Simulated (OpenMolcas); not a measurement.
# Pr2+: from CASSCF to CASPT2

```
Program             : OpenMolcas
Basis               : ANO-RCC-VTZP [8s7p5d3f2g1h]
Scalar Hamiltonian  : DKH2, point nucleus
Active space        : 3 electrons in 7 orbitals (4f)
State averaging     : 2S+1 = 4 odd, 35 roots; 2S+1 = 2 odd, 112 roots (105 in the spin-orbit step)
Spin-orbit coupling : RASSI with atomic mean-field integrals over the reference wave functions, term energies averaged over their components
```

Methods on the same reference wave functions:
A. CASSCF
B. SS-CASPT2, IPEA 0.25 Eh, imaginary shift 0.1 Eh (closed shells correlated: 5s 5p)
C. MS-CASPT2, IPEA 0.25 Eh, imaginary shift 0.1 Eh (closed shells correlated: 5s 5p)
D. XMS-CASPT2, IPEA 0.25 Eh, imaginary shift 0.1 Eh (closed shells correlated: 5s 5p)

Energies in cm-1 above 4f3 4I* 9/2, the measured ground level; measured values from Martin, Zalubas and Hagan, Atomic Energy Levels: The Rare-Earth Elements, NSRDS-NBS 60 (1978); the list in Maison, Palmeri and Quinet, J. Phys. B 58, 015001 (2025).

```
                Level      A      B      C      D  Measured
          4f3 4I* 9/2    0.0    0.0    0.0    0.0       0.0
         4f3 4I* 11/2   1466   1516   1516   1493      1398
         4f3 4I* 13/2   3074   3140   3140   3110      2893
         4f3 4I* 15/2   4790   4840   4840   4810      4454
          4f3 4F* 3/2  13510  11330  11320  12030      9371
       4f3 2H* 9/2(1)  13578  10430  10430  11650     10033
          4f3 4F* 5/2  14292  12170  12150  12850     10138
          4f3 4S* 3/2  15012  12900  13030  13480     10950
          4f3 4F* 7/2  15067  12850  12830  13590     10859
          4f3 4F* 9/2  15923  13610  13600  14400     11762
      4f3 2H* 11/2(1)  16020  12840  12840  14090     12495
       4f3 2G* 7/2(1)  18601  15250  15250  16420          
         4f3 2K* 13/2  20425  17210  17210  18100     16089
          4f3 4G* 5/2  20537  17860  17860  18140     14187
4f3 2G* 9/2(1) [67 %]  20674  17440  17440  18550          
          4f3 4G* 7/2  21640  18940  18940  19260     15443
         4f3 2K* 15/2  22071  18870  18870  19740     17642
          4f3 4G* 9/2  22821  20110  20110  20460     15705
         4f3 4G* 11/2  23944  21260  21260  21570     17410
          4f3 2P* 1/2  25333  20220  20220  22220     18694
       4f3 2D* 5/2(1)  25544  21190  21190  22590     19046
         4f3 2I* 11/2  32138  27470  27470  28450     24358
         4f3 2L* 15/2  32765  28710  28710  29080          
         4f3 2I* 13/2  33021  28430  28430  29380     25392
```

Deviations, from unrounded energies. A percentage is the sum of absolute deviations over the sum of measured energies, with the sign that they share, or ± where signs differ.

```tsv
Against measurement	Levels	A	B	C	D
mean absolute deviation (cm-1)	20	4600	1900	1900	2700
fine structure of the ground term (%)	3	+6.7	+8.6	+8.6	+7.7
other terms of the ground configuration (%)	17	+35.2	+14.7	+14.7	+20.2
```

B, C lie about equally close to measurement and A furthest from it. The largest miss of B in the table is 4f3 4G* 9/2, by +4400 cm-1. The ranking rests on the paired levels alone, and a cruder setting can come out closer through cancelling errors.

Among B to D the level of the table that moves most is 4f3 2P* 1/2, by 2000 cm-1 (lowest in B, highest in D). Moves below CASPT2's spread within the term are not significant.

The mean deviations of B to D differ by less than CASPT2's widest spread within a term (1700 cm-1), so their order carries little weight.

From A to B the spin-free energies of the other terms of 4f3 shown, above 4I*, scale by factors of 0.74 to 0.86, as is usual when dynamic correlation screens the repulsion within a d or f shell.

The lowest spin-free term lies below A's lowest term by 0.313 hartree in B, 0.313 hartree in C, 0.322 hartree in D.

CASPT2 does not keep the components of a term degenerate, so their means are used; among the terms shown or strongly mixed into the levels shown the widest spread is 1700 cm-1 (4f3 2L*, C). High states are left out of the spin-orbit mixing, which shifts the levels that they would mix with. Some levels mix across a computed gap that differs much from the measured one, so their mixing is not that of the real levels. The CASPT2 spread within a term exceeds the gap to the next term for 4f3 4F* and 4f3 4S*, 4f3 2I* and 4f3 2L*, so the order of their levels is uncertain, and so are names and mixing where such terms share a J (figures for B; the like holds for C, D). Without dynamic correlation excited terms often stand tens of per cent too high (terms of higher spin than the ground term too low), and those without a measured partner can miss by more than the paired ones (holds for A). Some terms miss by over 15 % even with CASPT2, which points to a basis or an active space too small for the shells correlated (holds for B; C; D). Blocks of more than 70 roots (2S+1 = 2 odd) ran without multistate coupling (holds for C). Measured partners are found by configuration, term and J. A level has none where our copy of the source lacks it or the pairing is in doubt (some pairs that miss far off the trend of their configuration count as doubtful), and it then counts in no deviation. Levels of configurations outside the active space are missing. Levels that lie high or do not pair safely by name in every column are left out.

A share in square brackets marks a mixed level and gives the weight of the term that names it, the lowest over the columns. A number in round brackets counts repeated terms of one configuration in the order of the reference energies. * marks odd parity.
